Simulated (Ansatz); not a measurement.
Reaction (stannylene formation by 1,1-elimination): `[F][Sn]([SiH3])([Cl])[Cl]` → `[Cl][Sn][Cl]` + `F[SiH3]`

Gas-phase electronic energies from Ansatz, PBE0-D4/def2-TZVP geometries. CCSD(T)/CBS adds triple-zeta CCSD(T) − MP2 to the extrapolated MP2 energy (def2 sets, frozen cores). This one scheme is used for every species. DFT in def2-TZVPP. HSE06 is defined as in plane-wave codes. def2 core potentials past Kr. For Sn outer-core shells are correlated without core-valence functions, which leaves a few kJ/mol of doubt a bond.

`[F][Sn]([SiH3])([Cl])[Cl]`:

Cartesian coordinates in Å:
```
F 0.275 -2.520 -0.252
Sn -0.641 -0.845 -0.344
Si 0.869 1.068 0.456
Cl -1.315 -0.696 -2.549
Cl -2.545 -1.176 0.922
H 0.076 2.312 0.334
H 2.055 1.081 -0.430
H 1.226 0.776 1.862
```

`[Cl][Sn][Cl]`:

Z-matrix (Å, degrees):
```
Sn
Cl 1 2.363
Cl 1 2.363 2 98.4
```

`F[SiH3]`:

Cartesian coordinates in Å:
```
F 1.443 0.551 0.219
Si -0.037 -0.014 -0.006
H -0.779 0.102 1.272
H 0.064 -1.432 -0.423
H -0.689 0.794 -1.062
```

```
             level  ΔE (kJ/mol)  difference from CCSD(T)/CBS
           PBE0-D4        -62.3                          8.0
        r2SCAN0-D4        -65.9                          4.4
          HSE06-D4        -62.9                          7.4
          BHLYP-D4        -82.4                        -12.1
          PBE-QIDH        -65.3                          5.0
               PBE        -77.0                         -6.7
       HF/def2-SVP        -89.6                        -19.3
SCS-MP2/def2-TZVPP        -89.9                        -19.6
    MP2/def2-QZVPP        -79.5                         -9.2
    CCSD/CBS(def2)        -76.4                         -6.1
       CCSD(T)/CBS        -70.3                            0
```

Largest T1 diagnostic among the species: 0.014.

From PBE to PBE0 (25 % exact exchange), in def2-TZVPP and without D4, ΔE moves by +5.8 kJ/mol. In def2-TZVPP, CCSD(T) changes the Hartree–Fock value by +26.8 kJ/mol (the triples alone add +6.1 kJ/mol) and MP2 by +19.0 kJ/mol. Leaving LDA and LC-ωPBE aside and taking each functional with its dispersion term where it has one, the values, not all of them listed here, spread over 37.3 kJ/mol, from BLYP-D4 to ωB97X-V. LDA lies +25.6 kJ/mol from PBE without D4.
